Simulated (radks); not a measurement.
Species: Ca2+. Configuration: [Ar]. Calculated with a radial shooting solver on a logarithmic mesh with Libxc functionals: Dirac Kohn-Sham, PBE, spin-unpolarised, spherical densities, point nucleus.

Radial electron density D(r) = 4 pi r^2 rho(r):

r (bohr),D(r) (e/bohr)
0.008171,3.369
0.01031,4.895
0.0131,7.039
0.01652,9.720
0.021,13.08
0.0267,16.78
0.03367,20.19
0.0428,22.76
0.05398,23.56
0.06862,22.30
0.08654,19.71
0.11,17.41
0.1387,17.52
0.1764,20.49
0.2242,23.96
0.2828,24.06
0.3595,19.02
0.4533,11.75
0.5763,6.713
0.7268,6.236
0.9239,7.605
1.165,7.257
1.481,4.736
1.883,2.051
2.375,0.6013
3.019,0.1026
3.807,0.01012

D(r) has 3 maxima, at r = 0.0527, 0.255, 1.01 bohr, and minima at 0.123, 0.660 bohr, inside which lie 2.16, 10.34 electrons.
